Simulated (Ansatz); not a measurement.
System: C$_{3}$H$_{4}$Cl, net charge -1, singlet state. It need not be the lowest isomer of its formula. Whether it binds its extra electron was not tested at this geometry. 
Structure (B3LYP-D3(BJ)/def2-TZVP (Ansatz, a program for electronic structure) minimum search):
```
C
C 1 1.3788
H 2 1.0835 1 120.59
H 2 1.0860 3 116.95 1 170.70
H 1 1.0917 2 115.68 3 -9.30
C 1 1.3963 5 114.07 2 -176.48
H 6 1.0841 1 121.34 5 -161.51
Cl 6 1.8335 7 107.97 1 -138.10
```
Charge -1, spin multiplicity 1.

Basis-set convergence of Hartree-Fock and CCSD correlation energies (hartree) with Ansatz. Cores are frozen in the correlated levels unless marked. No spin-orbit coupling. No relativistic terms. This anion needs diffuse functions, which these sets lack.

| basis | functions | E(HF) | E(corr, CCSD) |
|---|---|---|---|
| cc-pV(D+d)Z | 85 | -575.36177 | -0.59658 |
| cc-pV(T+d)Z | 185 | -575.41368 | -0.73687 |
| cc-pV(Q+d)Z | 349 | [?] | [?] |

Question: Fill in the missing entries.

Answer: 
- cc-pV(Q+d)Z, E(HF): -575.42758
- cc-pV(Q+d)Z, E(corr, CCSD): -0.78206
